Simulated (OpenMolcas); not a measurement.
## In2+: effect of the level shift or regulariser

| Item | Value |
| --- | --- |
| Program | OpenMolcas |
| Basis | ANO-RCC-VTZP [7s6p4d2f1g] |
| Scalar Hamiltonian | DKH2, point nucleus |
| Active space | 1 electron in 4 orbitals (5s 5p) |
| State averaging | 2S+1 = 2 even, 1 root; 2S+1 = 2 odd, 3 roots |
| Spin-orbit coupling | RASSI with atomic mean-field integrals over the reference wave functions, term energies averaged over their components |

Methods on the same reference wave functions:
A. CASSCF
B. SS-CASPT2, IPEA 0.25 Eh, imaginary shift 0.1 Eh (closed shells correlated: 4d)
C. SS-CASPT2, IPEA 0.25 Eh, real shift 0.2 Eh (closed shells correlated: 4d)

Energies in cm⁻¹ above 5s ²S_1/2, the measured ground level; measured values from Moore, Atomic Energy Levels, vol. III, NSRDS-NBS 35 (1971 reprint of NBS Circular 467, 1958).

```
     Level      A      B      C  Measured
 5s ²S_1/2    0.0    0.0    0.0       0.0
5p ²P°_1/2  54626  58315  58309     57181
5p ²P°_3/2  57869  61558  61552     61523
```

Deviations, from unrounded energies. A percentage is the sum of absolute deviations over the sum of measured energies, with the sign that they share, or ± where signs differ.

```json
{"Against measurement": "mean absolute deviation (cm-1)", "Levels": "2", "A": "3100", "B": "580", "C": "580"}
{"Against measurement": "other configurations (%)", "Levels": "2", "A": "-5.2", "B": "+1.0", "C": "+1.0"}
```

B, C lie about equally close to measurement and A furthest from it. The largest miss of C in the table is 5p ²P°_1/2, by +1100 cm-1. The ranking rests on the paired levels alone, and a cruder setting can come out closer through cancelling errors.

Between B and C the level of the table that moves most is 5p ²P°_1/2, by 5.6 cm-1 (lowest in C, highest in B).

The lowest spin-free term lies below A's lowest term by 0.387 hartree in B, 0.387 hartree in C.

With one active electron the reference holds no correlation, so core polarisation is missing (holds for A). With one active electron, CASPT2 adds the correlation within the correlated inactive shells and between them and that electron, and leaves the splitting within a term as the reference gives it (holds for B; C). Computed and measured levels are paired by configuration, term and J; levels that our copy of the source lacks, or whose pairing is in doubt (as where it misses far off the trend of its configuration), stay unpaired and out of the deviations. Levels of configurations outside the active space are missing.

° marks odd parity.
